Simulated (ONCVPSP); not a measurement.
## Zr, ONCV: configuration errors across variants

```json
{
 "Element": "zirconium",
 "Generator": "ONCVPSP 4.0.1",
 "Type": "optimised norm-conserving Vanderbilt (ONCV)",
 "Functional": "PBEsol",
 "Relativity": "fully relativistic",
 "Frozen core": "[Ar] 3d10",
 "Valence charge": "12",
 "Reference configuration": "4s2 4p6 4d2 5s1 5p1",
 "Partial waves": "4s+5s: rc 2.15 bohr, ncon 4, nbas 8, qcut 5.1 1/bohr, 2 projectors; 4p+5p: rc 1.80 bohr, ncon 5, nbas 8, qcut 9.2 1/bohr, 2 projectors; 4d: rc 2.30 bohr, ncon 4, nbas 9, qcut 6.9 1/bohr, 1 projector",
 "Local potential": "polynomial inside 1.70 bohr (lpopt 5, dvloc0 4 Ha)",
 "Core correction": "none"
}
```

Open shells are filled in proportion to 2j + 1.

All-electron excitation energies from the reference (eV): (1) 4s2 4p6 4d2 5s2 5p0 -3.071; (2) 4s2 4p6 4d2 5s1 5p0 4.100; (3) 4s2 4p6 4d2 5s0 5p0 17.009; (4) 4s2 4p6 4d2.5 5s1.5 5p0 -2.550.

3 further variants failed, have other tests or another functional or relativity, and are left out.

Errors AE − PS in meV (a dash: test not solved or not reliable):

```tsv
change	(1)	(2)	(3)	(4)	bound ghosts	GHOST(+) flags above zero
base	-0.6	+0.1	-2.2	0.0	none	none
s: qcut 6.3; p: qcut 11.3; d: qcut 8.5	-0.2	+0.1	-1.2	0.0	none	none
core correction polynomial model core, fcfact 0.45	-1.2	+0.1	-3.3	0.0	none	none
all radii scaled by about 1.15 (s 2.46, p 2.06, d 2.64 bohr); local potential polynomial inside 1.94 bohr (lpopt 5, dvloc0 4 Ha)	-0.8	+0.1	-3.2	-0.1	none	none
local potential polynomial inside 1.80 bohr (lpopt 2, dvloc0 4 Ha)	-0.6	+0.1	-2.4	-0.3	none	none
d: rc 2.48	-0.6	+0.1	-2.2	+0.1	none	none
local potential polynomial inside 1.70 bohr (lpopt 5, dvloc0 6 Ha)	-0.6	+0.1	-2.2	0.0	none	none
```

(1) Give the same row for: d: ncon 3, nbas 8.

Answers

(1) -0.6, +0.1, -2.2, +0.1; bound ghosts: none; GHOST(+) flags above zero: none.
